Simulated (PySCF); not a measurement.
**Broadened absorption spectrum of C8H10Si**

Species: C8H10Si.
SMILES with atom numbers: `[CH3:1][C:2]#[C:3][C:4]#[C:5]/[CH:6]=[CH:7]/[CH2:8][SiH3:9]` (hydrogens: H10, H11, H12 on C1; H13 on C6; H14 on C7; H15, H16 on C8; H17, H18, H19 on Si9)

Theory: PySCF 2.14.0, density-fitted response routines, TDDFT wB97X-D/def2-SVPD, vertical, gas phase, core orbitals frozen in the response. One conformer (not necessarily the lowest) at the PBE0-D3(BJ)/def2-SVP geometry, without solvent, vibrations or thermal averaging. Torsions of this conformer, `[CH3:1][C:2]#[C:3][C:4]#[C:5]/[CH:6]=[CH:7]/[CH2:8][SiH3:9]`: C6–C7–C8–Si9 -103°.

Computed states:

```tsv
state	E (eV)	f
S1	4.22	0.0019
S2	4.34	0.322
S3	4.45	0.0013
S4	5.84	1.269
S5	6.35	0.0039
S6	6.57	0.0003
S7	6.72	0.0022
S8	6.86	0.0035
S9	6.87	0.012
S10	6.95	0.0044
```

Broadening: Gaussians 0.4 eV wide at half height, area fixed by f = 4.319×10⁻⁹ ∫ε dν̃. The width is an assumption, not a result. The curve ends short of the highest state used, and states not computed would add to its high-energy end.

(1) What does the envelope look like, and where are its maxima?

(2) Coming from long wavelengths, where does ε first pass 100 L mol⁻¹ cm⁻¹?

(3) On this curve, what absorbance would a 10⁻³ mol/L sample give at 280 nm over a 1 cm path?

Answers

(1) 
(E (eV), ε (L mol⁻¹ cm⁻¹)): (3.62, 3), (3.67, 11), (3.72, 32), (3.77, 88), (3.82, 224), (3.87, 520), (3.92, 1112), (3.97, 2180), (4.02, 3923), (4.07, 6477), (4.12, 9812), (4.17, 13637), (4.22, 17387), (4.27, 20335), (4.32, 21816), (4.37, 21469), (4.42, 19380), (4.47, 16046), (4.51, 12966), (4.56, 9190), (4.61, 5976), (4.66, 3564), (4.71, 1951), (4.76, 979), (4.81, 451), (4.86, 191), (4.91, 74), (4.96, 26), (5.01, 9), (5.06, 5), (5.11, 8), (5.16, 26), (5.21, 80), (5.26, 231), (5.31, 608), (5.36, 1469), (5.41, 3256), (5.46, 6618), (5.50, 10966), (5.55, 19071), (5.60, 30411), (5.65, 44471), (5.70, 59633), (5.75, 73328), (5.80, 82685), (5.85, 85499), (5.90, 81074), (5.95, 70503), (6.00, 56232), (6.05, 41146), (6.10, 27638), (6.15, 17069), (6.20, 9728), (6.25, 5163), (6.30, 2607), (6.35, 1313)

Maxima: 286 nm (4.34 eV), ε about 22000, made up of S2 (99%); 212 nm (5.85 eV), ε about 86000, made up of S4 (100%) (ε in L mol⁻¹ cm⁻¹; maxima over ε = 5, shares over 10%).

(2) At about 328 nm (3.78 eV), 0.45 eV below S1.

(3) 280 nm is 4.428 eV, where ε is about 19000 L mol⁻¹ cm⁻¹, so A = ε c l ≈ 19 (Beer–Lambert, with the gas-phase spectrum and the assumed width).

The vertical ionisation energy (ΔSCF) is 7.89 eV, 0.94 eV above S10.
